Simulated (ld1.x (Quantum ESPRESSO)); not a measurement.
# Before and after: TM potential for rubidium

```json
{
  "Element": "rubidium (Rb)",
  "Generator": "ld1.x (Quantum ESPRESSO) 7.5",
  "Type": "norm-conserving Troullier–Martins (Kleinman–Bylander form)",
  "Functional": "PBE",
  "Relativity": "scalar-relativistic",
  "Frozen core": "[Kr]",
  "Valence charge": "1",
  "Reference configuration": "5s1 5p0",
  "Partial waves": "5s (bound): rc 4.20 bohr; 5p (bound, empty): rc 4.15 bohr; 4d channel at 0.05 Ry: rc 3.65 bohr",
  "Local potential": "the d channel",
  "Core correction": "Bessel-smoothed model core inside 3.05 bohr"
}
```

All-electron outer shells of the reference configuration (PBE, scalar-relativistic, ld1.x):

```
shell  level (eV)  outermost node (bohr)  outermost maximum (bohr)
   4s      -31.89                   0.62                      1.25
   4p      -15.96                   0.64                      1.42
   5s       -2.23                   1.79                      4.38
   5p       -0.75                   2.21                      6.21
```

Change: wave 5s (bound): rc 4.20 bohr becomes 5s (bound): rc 2.72 bohr.

Cutoffs: the cutoffs (Ry, on a coarse ladder) from which the occupation-weighted sum of valence levels, in a spherical-Bessel basis at the reference potential, stays within 10 and 1 mRy of its value at 400 Ry; they do not see the model core or the augmentation charge, which bear on the density cutoff. Errors are all-electron minus pseudo energies relative to the spin-unpolarised reference configuration.

Task: Predict the effect on cutoff, ghosts and configuration errors.

Result: Both files are very soft, the changed one slightly harder (loose and tight cutoff 6 and 6 Ry → 8 and 12 Ry on this coarse ladder); both files keep a bound ghost (s).

```tsv
quantity	base	changed
cutoff, loose	6 Ry	8 Ry
cutoff, tight	6 Ry	12 Ry
bound ghosts	s	s
error for 5s0.5 5p0, meV [ΔE 1.58 eV]	-2.1	-3.8
error for 5s0 5p1, meV [ΔE 1.52 eV]	-0.2	-1.5
```

 A true bound ghost makes a file unfit for plane-wave use even where its test errors are small: the radial tests pick states by their node count and pass the ghost by.
